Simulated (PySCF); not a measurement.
# RuH₂ + F₂ → RuHF + HF

Level: PBE0 in the def2-TZVP basis family, computed in PySCF with density fitting; scalar-relativistic core potentials for atoms from Rb on, none lighter, no spin–orbit coupling; open shells unrestricted.

```tsv
species	state and structure	E (Eh)	ZPE (kJ/mol)	H(298 K) − H(0) (kJ/mol)	S° (J/(mol K))
RuH₂	triplet, C2v, Ru–H 1.559 Å (×2); H–Ru–H 75.0°	-95.99409	29.3	10.2	233.7
F₂	singlet, D∞h, F–F 1.376 Å	-199.40856	6.6	8.7	201.9
RuHF	quintet, Cs, Ru–F 1.897 Å, Ru–H 1.664 Å; F–Ru–H 153.8°	-195.22851	16.8	11.4	269.4
HF	singlet, C∞v, H–F 0.920 Å	-100.39188	24.9	8.7	173.6
```

(1) What is the electronic reaction energy?

(2) Add zero-point, thermal and entropy terms for 298.15 K and 1 bar.

Results:

(1) At PBE0/def2-TZVP, ΔE = -571.7 kJ/mol from the differences of the total energies times 2625.5, downhill. 

(2) ΔZPE = 5.8 and Δ[H(298) − H(0)] = 1.2 kJ/mol give ΔH° = -564.7 kJ/mol. ΔS° = 7.4 J/(mol K), so ΔG° = -564.7 − 298.15 × (0.0074) = -567 kJ/mol.

Open d or f shells are single determinants, so the state found may not be the ground state. The structures come from searches over a few start shapes, so lower isomers are not excluded.
